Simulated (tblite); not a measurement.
C₆H₁₄AlN.
Bonds: C1–C2, C2–C3, C2–C4, C2–C5, C5–C6, C6–N7 (triple), N7–Al8. Hydrogens: H9, H10, H11 on C1; H12, H13, H14 on C3; H15, H16, H17 on C4; H18, H19 on C5; H20, H21, H22 on Al8.
Bond orders are those of one Lewis drawing.

Computed with GFN2-xTB (tblite), gas phase: L-BFGS steps from a force-field or distance-geometry start until the largest atomic force falls under 0.01 eV/Å.

Step 24: E = -652.5531 eV
```
atom  x, y, z in Å  |  force x, y, z in eV/Å
C1     -0.9968   -1.3720    0.1780    0.035  -0.082   0.027
C2     -1.1520    0.1431    0.0930    0.002   0.009   0.007
C3     -0.8121    0.7906    1.4417    0.056  -0.030   0.016
C4     -2.5838    0.4940   -0.3055   -0.095   0.019  -0.008
C5     -0.1978    0.6999   -0.9984   -0.105   0.031  -0.025
C6      1.1528    0.3068   -0.7948    0.183  -0.094   0.071
N7      2.2342   -0.0275   -0.6034   -0.143   0.065  -0.060
Al8     4.1086   -0.5743   -0.3266   -0.063  -0.001   0.034
H9     -1.7699   -1.7862    0.8200   -0.004  -0.016   0.028
H10    -0.0274   -1.6322    0.5955    0.041  -0.039  -0.025
H11    -1.0873   -1.8381   -0.8005   -0.005   0.010  -0.027
H12    -1.5031    1.5938    1.6753    0.006   0.104  -0.009
H13     0.1967    1.1928    1.4365    0.065  -0.010   0.076
H14    -0.8704    0.0560    2.2378   -0.047  -0.009   0.068
H15    -2.9089   -0.0668   -1.1776    0.052  -0.019  -0.065
H16    -2.6771    1.5545   -0.5218   -0.014   0.063  -0.021
H17    -3.2620    0.2590    0.5102   -0.002  -0.040   0.034
H18    -0.5124    0.3407   -1.9802   -0.012  -0.012  -0.083
H19    -0.2395    1.7917   -0.9949   -0.015   0.058  -0.038
H20     3.8301   -1.5195    0.9061    0.045   0.038  -0.042
H21     4.6955    0.8668   -0.0511    0.002  -0.103  -0.030
H22     4.3722   -1.2536   -1.7256    0.016   0.056   0.069
```

Step 25: E = -652.5572 eV
```
atom  x, y, z in Å  |  force x, y, z in eV/Å
C1     -0.9939   -1.3771    0.1802    0.036  -0.044   0.041
C2     -1.1481    0.1395    0.0936   -0.003   0.029  -0.024
C3     -0.8060    0.7908    1.4415    0.037  -0.066  -0.023
C4     -2.5783    0.4923   -0.3084   -0.130   0.014   0.010
C5     -0.1997    0.7002   -0.9995   -0.109   0.052  -0.040
C6      1.1491    0.3075   -0.7967    0.262  -0.122   0.072
N7      2.2285   -0.0284   -0.5965   -0.154   0.078  -0.073
Al8     4.1036   -0.5704   -0.3234   -0.080  -0.012  -0.020
H9     -1.7620   -1.7840    0.8339    0.012  -0.025   0.001
H10    -0.0205   -1.6366    0.5912    0.015  -0.035  -0.042
H11    -1.0952   -1.8485   -0.7961    0.000   0.042   0.016
H12    -1.4865    1.6070    1.6619    0.018   0.097  -0.001
H13     0.2105    1.1763    1.4428    0.022  -0.040   0.073
H14    -0.8873    0.0590    2.2386   -0.032   0.020   0.074
H15    -2.9005   -0.0604   -1.1869    0.065  -0.021  -0.065
H16    -2.6761    1.5548   -0.5139    0.007   0.056  -0.024
H17    -3.2597    0.2480    0.5007   -0.024  -0.048   0.066
H18    -0.5180    0.3537   -1.9839   -0.012  -0.063  -0.090
H19    -0.2407    1.7911   -0.9931   -0.017   0.096  -0.009
H20     3.8165   -1.5140    0.9039    0.053   0.017  -0.008
H21     4.6927    0.8681   -0.0502    0.012  -0.088  -0.023
H22     4.3613   -1.2495   -1.7261    0.022   0.065   0.087
```

**Question.** Estimate the geometry and energy of step 26. (The exact step hangs on the optimiser's Hessian estimate; all steps are aligned on step 25, rigid shifts and turns removed.)

**Answer.** E = -652.5615 eV, largest force 0.216 eV/Å
```
atom  x, y, z in Å  |  force x, y, z in eV/Å
C1     -0.9903   -1.3825    0.1826    0.022   0.022   0.038
C2     -1.1443    0.1364    0.0946   -0.017   0.041  -0.045
C3     -0.7995    0.7906    1.4422   -0.006  -0.070  -0.049
C4     -2.5742    0.4908   -0.3110   -0.116  -0.001   0.029
C5     -0.2034    0.7013   -1.0018   -0.065   0.056  -0.047
C6      1.1449    0.3072   -0.7983    0.194  -0.088   0.033
N7      2.2220   -0.0290   -0.5902   -0.088   0.063  -0.068
Al8     4.0964   -0.5664   -0.3204   -0.067  -0.023  -0.066
H9     -1.7543   -1.7817    0.8471    0.033  -0.038  -0.026
H10    -0.0131   -1.6428    0.5857   -0.012  -0.026  -0.051
H11    -1.1030   -1.8567   -0.7925    0.004   0.062   0.059
H12    -1.4692    1.6214    1.6485    0.053   0.058   0.003
H13     0.2248    1.1596    1.4520   -0.033  -0.079   0.064
H14    -0.9055    0.0627    2.2415   -0.015   0.060   0.057
H15    -2.8892   -0.0551   -1.1971    0.064  -0.009  -0.043
H16    -2.6743    1.5558   -0.5068    0.016   0.022  -0.017
H17    -3.2575    0.2360    0.4924   -0.048  -0.046   0.075
H18    -0.5263    0.3654   -1.9886    0.003  -0.101  -0.070
H19    -0.2440    1.7922   -0.9935   -0.012   0.103   0.019
H20     3.8056   -1.5083    0.9011    0.050  -0.010   0.034
H21     4.6915    0.8668   -0.0496    0.017  -0.062  -0.014
H22     4.3524   -1.2446   -1.7243    0.021   0.065   0.087
```

The energy changes by -0.0042 eV. The first-order estimate −F·Δx gives -0.0059 eV and the mean of the old and new forces, exact on a quadratic surface, -0.0042 eV. The step makes an angle of 79° with the force vector and moves no atom by more than 0.026 Å.

The cost below is that of the whole relaxation. On one thread of an Arm Neoverse V2, on a shared host, this took 1.4 s wall.
